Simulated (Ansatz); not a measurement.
Reaction (ligand exchange at the Si–C bond): `F[SiH2]C1C=NC1` + `[BH2][GeH2][OH]` → `[BH2][GeH2][O][SiH2]F` + `C1=NCC1`

Calculated with Ansatz (gas phase, PBE0-D4/def2-TZVP geometries, no zero-point term in ΔE). CBS: MP2 limit from def2 TZ/QZ plus the TZ coupled-cluster correction, frozen cores. DFT in def2-TZVPP. B3LYP here is the variant with VWN-RPA as its local correlation; programs differ in this. For Ge outer-core shells are correlated without core-valence functions, which leaves a few kJ/mol of doubt a bond. Scalar relativity is left out up to krypton. One conformer a species, not always the lowest.

`F[SiH2]C1C=NC1`:

Cartesian coordinates in Å:
```
F -0.991 -0.782 -2.488
Si -0.880 0.299 -1.310
C 0.542 -0.130 -0.186
C 0.354 -1.275 0.758
N 0.303 -0.646 1.872
C 0.532 0.636 1.172
H -2.149 0.277 -0.542
H -0.666 1.629 -1.932
H 1.490 -0.115 -0.734
H 0.255 -2.351 0.615
H 1.483 1.099 1.440
H -0.274 1.358 1.335
```

`[BH2][GeH2][OH]`:

Z-matrix (Å, degrees):
```
Ge
O 1 1.791
B 1 2.050 2 108.1
H 1 1.549 2 108.7 3 -122.0
H 1 1.549 2 108.7 3 122.1
H 2 0.959 1 112.5 3 -179.9
H 3 1.195 1 119.5 2 179.8
H 3 1.193 1 121.4 2 -0.3
```

`[BH2][GeH2][O][SiH2]F`:

Cartesian coordinates in Å:
```
B 0.212 2.134 1.449
Ge 0.070 1.044 -0.281
O -0.014 -0.694 0.127
Si -0.177 -2.123 -0.599
F -0.264 -3.244 0.530
H 0.221 1.604 2.516
H 0.288 3.324 1.382
H -1.199 1.369 -1.098
H 1.294 1.222 -1.206
H 1.004 -2.442 -1.438
H -1.435 -2.195 -1.382
```

`C1=NCC1`:

```xyz
9

C     0.623    0.708    0.655
N    -0.135    1.363   -0.140
C    -0.667    0.095   -0.699
C     0.255   -0.689    0.266
H     1.316    1.132    1.381
H    -1.740   -0.019   -0.535
H    -0.452   -0.017   -1.764
H    -0.244   -1.287    1.032
H     1.044   -1.286   -0.196
```

| level | ΔE (kJ/mol) | difference from CCSD(T)/CBS |
| --- | --- | --- |
| PBE-D4 | -107.8 | 16.9 |
| r2SCAN-D4 | -121.7 | 3.0 |
| PBE0-D4 | -115.3 | 9.4 |
| B3LYP-D4 | -125.2 | -0.5 |
| ωB97X-V | -123.6 | 1.1 |
| ωB97M-V | -123.1 | 1.6 |
| B2PLYP | -128.9 | -4.2 |
| PBE | -110.0 | 14.7 |
| r2SCAN | -122.3 | 2.4 |
| PBE0 | -117.2 | 7.5 |
| B3LYP | -128.7 | -4.0 |
| HF/def2-TZVPP | -151.5 | -26.8 |
| MP2/def2-TZVPP | -124.1 | 0.6 |
| SCS-MP2/def2-TZVPP | -129.5 | -4.8 |
| CCSD/def2-TZVPP | -129.8 | -5.1 |
| CCSD(T)/def2-TZVPP | -125.7 | -1.0 |
| HF/def2-QZVPP | -153.4 | -28.7 |
| MP2/def2-QZVPP | -124.2 | 0.5 |
| SCS-MP2/def2-QZVPP | -129.5 | -4.8 |
| HF/CBS(def2) | -153.7 | -29.0 |
| MP2/CBS(def2) | -123.0 | 1.7 |
| CCSD/CBS(def2) | -128.8 | -4.1 |
| CCSD(T)/CBS | -124.7 | 0 |

Largest T1 diagnostic among the species: 0.012.

From PBE to PBE0 (25 % exact exchange), in def2-TZVPP and without D4, ΔE moves by −7.3 kJ/mol. In def2-TZVPP, CCSD(T) changes the Hartree–Fock value by +25.7 kJ/mol (the triples alone add +4.1 kJ/mol) and MP2 by +27.4 kJ/mol. The D4 term adds +3.5 kJ/mol with B3LYP and +1.9 kJ/mol with PBE0; it sums over pairs of atoms, weighted by their polarisabilities, and B3LYP, whose exchange is more repulsive, gets the larger term.
